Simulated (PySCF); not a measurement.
SMILES CC(C)[SiH2][SiH2][SeH] (GFN2-xTB optimised geometry):

```
18

C     -0.404    -1.113     1.181
C      0.125    -0.304     0.000
C      1.650    -0.304     0.000
Si    -0.570     1.477     0.000
Si     0.185     2.585     1.902
Se    -0.809     4.660     2.074
H     -1.491    -1.139     1.179
H     -0.072    -0.680     2.123
H     -0.041    -2.139     1.137
H     -0.209    -0.799    -0.918
H      2.040     0.246    -0.854
H      2.035    -1.322    -0.050
H      2.035     0.156     0.909
H     -0.139     2.139    -1.240
H     -2.040     1.401    -0.049
H      1.595     2.976     1.921
H     -0.082     1.943     3.194
H     -2.156     4.201     1.913
```

Computed with B3LYP/def2-SVP in PySCF.

Q: What are the frontier orbital energies and the dipole moment?

A: HOMO-2 -8.44 eV, HOMO-1 -7.76 eV, HOMO -6.32 eV, LUMO -0.56 eV, LUMO+1 0.17 eV; dipole moment 2.24 D.

Meta-Löwdin charges at B3LYP/def2-SVP: C1 -0.28, C2 -0.25, C3 -0.28, Si4 0.40, Si5 0.30, Se6 -0.22, H7 0.09, H8 0.09, H9 0.09, H10 0.09, H11 0.09, H12 0.09, H13 0.08, H14 -0.09, H15 -0.10, H16 -0.08, H17 -0.09, H18 0.05.
